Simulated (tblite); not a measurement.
C7H13P.
Z-matrix (Å and degrees, GFN2-xTB geometry), rows numbered from 1:
```
C 
C   1  1.3203
C   2  1.4943  1  124.88
C   3  1.5302  2  110.84  1  -127.31
C   4  1.5253  3  113.09  2   179.17
C   5  1.5250  4  111.77  3    64.91
C   6  1.5235  5  111.86  4   -64.39
P   7  1.8585  6  114.44  5    60.88
H   1  1.0777  2  121.75  3     0.35
H   1  1.0767  2  121.95  3  -179.35
H   2  1.0833  1  120.17  3   179.54
H   3  1.0977  2  109.49  1    -6.13
H   4  1.0942  3  108.12  2    57.99
H   4  1.0939  3  109.35  2   -58.78
H   5  1.0926  4  108.98  3  -174.19
H   5  1.0929  4  109.45  3   -56.54
H   6  1.0937  5  109.44  4   174.71
H   6  1.0937  5  109.23  4    57.08
H   7  1.0951  6  110.35  5   -59.98
H   7  1.0941  6  110.44  5  -178.37
H   8  1.4058  3   94.60  2    75.09
```

Method: GFN2-xTB as coded in tblite; computed harmonic values from a numerical Hessian at the method's own geometry, unscaled. This tight-binding method is rough: wavenumbers can miss measured ones by several per cent, in bad cases by 10 to 20. Modes of hydrogen on phosphorus can be 10 to 20 % off. One conformer, not necessarily the lowest.

Harmonic wavenumbers (cm⁻¹): 60.0, 87.7, 187.4, 226.7, 259.7, 301.1, 357.3, 380.3, 446.0, 509.9, 602.1, 685.1, 693.0, 757.0, 822.1, 862.4, 878.6, 891.8, 918.1, 928.3, 961.2, 1001.4, 1017.3, 1046.6, 1076.1, 1104.9, 1130.3, 1136.4, 1173.0, 1201.2, 1221.1, 1241.6, 1269.6, 1284.1, 1300.9, 1338.9, 1348.8, 1355.0, 1416.4, 1445.5, 1481.5, 1485.4, 1495.6, 1708.0, 2219.1, 2900.3, 2931.7, 2942.2, 2946.6, 2951.3, 2956.3, 2961.7, 2970.4, 2978.8, 3042.4, 3099.5, 3124.9.

A = 2893, B = 1248, C = 952.3 MHz; mass 128.075 u (most abundant isotopes); point group C1, symmetry number 1.

Problem. Zero-point energy?

Solution. Half the sum of the wavenumbers: 39560 cm⁻¹ = 113.11 kcal/mol.

Problem. Entropy at 400 K, 1 bar (ideal gas, RRHO, classical rotation)?

Solution. Translation 41.94, rotation 29.80, vibration 32.13: S = 103.9 cal/(mol K).

Problem. And Cp and H(400 K) − H(0)?

Solution. Cp = 47.75 cal/(mol K), of which vibrations give 39.80 (their classical limit is 57 R = 113.3); H(400 K) − H(0) = 10.38 kcal/mol without the zero-point energy, 7.20 from vibrations.

Problem. What must be added to the electronic energy to get the Gibbs energy at 400 K and 1 bar?

Solution. ZPE + [H(400 K) − H(0)] − T·S = 113.11 + 10.38 − 41.55 = 81.94 kcal/mol.

Problem. Blend soft modes into free rotors: weight 1/[1 + (100 cm⁻¹/ν̃)⁴] for the oscillator and the rest for a rotor with moment μB/(μ + B), μ = h/(8π²ν), B = 10⁻⁴⁴ kg m². What vibrational entropy results?

Solution. 30.26 cal/(mol K) in place of 32.13, which changes −T·S at 400 K by +0.75 kcal/mol.

Hindered rotation and anharmonicity are outside this model. Other conformers, if any are populated, would add a mixing term that is left out. The structure is chiral; the term R ln 2 for an equal mix with its mirror image is left out.
